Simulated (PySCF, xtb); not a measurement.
Se(F)(OH) (FHOSe), SMILES O[Se]F.

xtb with GFN2-xTB at its own geometry gives an orbital gap of 2.96 eV and a dipole moment of 2.79 D.

Geometry: B3LYP-D3(BJ)/def2-TZVP. Other conformers were not sampled.

Question: What does CAM-B3LYP/def2-TZVPD (PySCF) give? (The exact figures need the calculation; the answer reports its results.)

Answer: gap 7.55 eV (levels -8.38 and -0.83 eV), dipole 2.17 D.
